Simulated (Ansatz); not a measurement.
The cluster Ga₄As₄: single points at one geometry.

```yaml
crystal:
  periodic: [false, false, false]
  atoms:
    - {symbol: Ga, position_ang: [0.031408, 2.584361, 0.936900]}
    - {symbol: Ga, position_ang: [0.532620, -0.173102, -2.759602]}
    - {symbol: Ga, position_ang: [0.818803, -0.625686, 2.189899]}
    - {symbol: Ga, position_ang: [-1.089068, 0.076545, -0.038886]}
    - {symbol: As, position_ang: [-1.264295, -1.693645, -1.632766]}
    - {symbol: As, position_ang: [-1.344623, 0.827246, 2.191832]}
    - {symbol: As, position_ang: [1.389157, 0.749624, -0.503248]}
    - {symbol: As, position_ang: [0.925998, -1.745343, -0.384139]}
basis:
  gaussian: {orbitals: def2-TZVPD}
hamiltonian: {xc: pbe0, dispersion: d4}
scf: {omitted_lower_state_checks: [starts]}
output: {orbitals: {seedname: orbitals}}
```

The file start.molden holds the orbitals of an earlier run on this structure, at another level or in another basis.

```sh
$ ansatz run in.yaml --threads 6 --pin off --events-out ev --progress --plain --max-ram 7833MiB
```

Shortened log:

```
Functional definition: PBE0
3444 factors; their error is unknown
the host lacks memory for fits, so the integrals are decomposed
2753 factors; integrals over basis functions are off by at most 7.8e-4 eV
mean field evaluation 1: about -452822.4520 eV, gradient 4.3e1 eV
mean field evaluation 2: about -452805.8509 eV, gradient 8.1e1 eV
mean field evaluation 4: about -452825.5570 eV, gradient 6.7e0 eV
mean field evaluation 8: about -452825.6884 eV, gradient 6.0e-1 eV
mean field evaluation 16: about -452825.8148 eV, gradient 6.9e-3 eV
mean field -452825.81481179 eV, -16641.0417579718 hartree, gradient 1.8e-5 eV, S^2 0.000000; 0 other end points of the search recorded, 0 dependent functions left out
reference -452825.81485435 eV, -16641.0417595358 hartree; 128, 128 occupied and 304, 304 virtual orbitals, 2753 factors
Total energy: -452826.55783832 eV, -16641.0690636932 hartree
Checks for a lower state left out: starts
```

Run time 31 s (6 threads of Intel Xeon Platinum 8488C on a shared host), peak host memory 3.5 GiB.

The first input with `gaussian: {orbitals: def2-TZVPD, initial_orbitals: start.molden}`, `hamiltonian: {xc: pbe, dispersion: d4}` (abridged; 8 s):

```
Functional definition: PBE
mean field -452815.51465230 eV, -16640.6632340923 hartree, gradient 5.0e-5 eV, S^2 0.000000
Total energy: -452816.36577765 eV, -16640.6945123721 hartree
Checks for a lower state left out: starts
```

The first input with `gaussian: {orbitals: def2-TZVPD, initial_orbitals: start.molden}`, `hamiltonian: {xc: r2scan, dispersion: d4}` (abridged; 15 s):

```
Functional definition: r2SCAN
mean field -452880.79513539 eV, -16643.0622475973 hartree, gradient 1.1e-5 eV, S^2 0.000000
Total energy: -452880.96081358 eV, -16643.0683361586 hartree
Checks for a lower state left out: starts
```

Geometry: r2SCAN-D4/def2-SVP, that of the charge -1 doublet.

The structure comes from a short search, and lower isomers may exist.
